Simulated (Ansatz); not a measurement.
Cartesian coordinates (Å):
```xyz
7

In     0.1762    -0.1825     0.1086
H     -0.1081     0.5436     1.6692
H     -0.8555    -1.5006    -0.3837
H      1.6670     0.1087    -0.7248
O     -1.2294     1.4401    -1.0019
H     -1.6067     2.0526    -0.3583
H     -1.9844     0.9993    -1.4111
```
Charge 0, multiplicity 1.

Method: frozen-core CCSD(T)/def2-TZVPP // PBE0-D4/def2-SVP run with Ansatz (a quantum-chemistry and plane-wave program).

The HF energy is -266.99179 Ha and the MP2 correlation energy is -0.57050 Ha.

Q: Estimate the CCSD correlation energy, the (T) correction, the total energy and the T1 diagnostic.

A: 
| Quantity | Value |
|---|---|
| CCSD correlation energy | -0.58844 Ha |
| (T) correction | -0.01583 Ha |
| CCSD(T) total energy | -267.59607 Ha |
| T1 diagnostic | 0.013 |
